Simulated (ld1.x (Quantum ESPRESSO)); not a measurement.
## krypton TM: all-electron and pseudo phase curves

```
Element                 : krypton (Kr)
Generator               : ld1.x (Quantum ESPRESSO) 7.5
Type                    : norm-conserving Troullier–Martins (Kleinman–Bylander form)
Functional              : PBEsol
Relativity              : scalar-relativistic
Frozen core             : [Ar] 3d10
Valence charge          : 8
Reference configuration : 4s2 4p6
Partial waves           : 4s (bound): rc 1.00 bohr; 4p (bound): rc 1.65 bohr
Local potential         : all-electron potential smoothed inside 1.65 bohr (lloc = -1)
Core correction         : none
```

The phase is arctan(r·u′/u) with u = r·R(r), unwrapped; energies in Ry, scanned from -4 to 5 Ry. A pole is an energy at which the radial function vanishes at the test radius. The pseudo phase is shifted by a multiple of π to meet the all-electron one at the reference energy, and phase errors are pseudo minus all-electron; the curves can meet again beyond the range given. Levels narrower than the energy grid can be missing from the lists of poles.

```csv
channel,radius (bohr),reference energy (Ry),"poles, all-electron","poles, pseudo",unbroken range about the reference energy with phases within 0.05 rad,phase error 1 Ry above the reference energy (rad)
s,1.79,-1.69,0.94,"0.69, 4.79",below 1.6,-0.005
p,1.79,-0.68,2.85,2.66,the whole range,-0.003
```

Phases in the p channel:

```
E (Ry)  all-electron  pseudo
 -4.00         1.199   1.197
 -3.76         1.179   1.176
 -3.52         1.155   1.152
 -3.28         1.127   1.124
 -3.04         1.094   1.091
 -2.80         1.053   1.050
 -2.56         1.003   1.000
 -2.32         0.940   0.936
 -2.08         0.858   0.854
 -1.84         0.748   0.745
 -1.60         0.599   0.596
 -1.36         0.396   0.393
 -1.12         0.129   0.127
 -0.88        -0.186  -0.186
 -0.64        -0.494  -0.494
 -0.40        -0.749  -0.750
 -0.16        -0.941  -0.943
  0.08        -1.082  -1.084
  0.32        -1.186  -1.189
  0.56        -1.264  -1.268
  0.80        -1.326  -1.331
  1.04        -1.375  -1.381
  1.28        -1.415  -1.422
  1.52        -1.449  -1.456
  1.76        -1.478  -1.486
  2.00        -1.502  -1.512
  2.24        -1.524  -1.535
  2.48        -1.544  -1.556
  2.72        -1.562  -1.576
  2.96        -1.578  -1.594
  3.20        -1.594  -1.611
  3.44        -1.608  -1.628
  3.68        -1.622  -1.644
  3.92        -1.635  -1.661
  4.16        -1.648  -1.677
  4.40        -1.660  -1.694
  4.64        -1.673  -1.712
  4.88        -1.685  -1.731
```
